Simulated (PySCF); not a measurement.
# Krypton: a sound run and one with changed settings

Sound run: Kr [Kr], Kr⁺ [Ar] 3d10 4s2 4p5. Computed with PySCF 2.14 in aug-cc-pVDZ-PP with ECP10MDF (5s4p3d, 32 functions), with a scalar-relativistic core potential. In the sound run the correlated levels freeze 3s2 3p6 3d10 outside the core potential. The sound run starts from symmetry-adapted Hartree-Fock orbitals and uses a fine grid where one is needed.

Changed run: initial guess minao, at most 50 SCF cycles.

```
species   method  sound run (hartree)  changed run (hartree)  converged
     Kr      UHF           -462.18031             -462.18031        yes
     Kr      LDA           -462.92254             -462.92254        yes
     Kr  CCSD(T)           -462.31929             -462.31929        yes
    Kr⁺    B3LYP           -463.10711             -463.10711        yes
    Kr⁺      MP2           -461.79401             -461.79401        yes
```

Here the plain start reaches the same solutions.
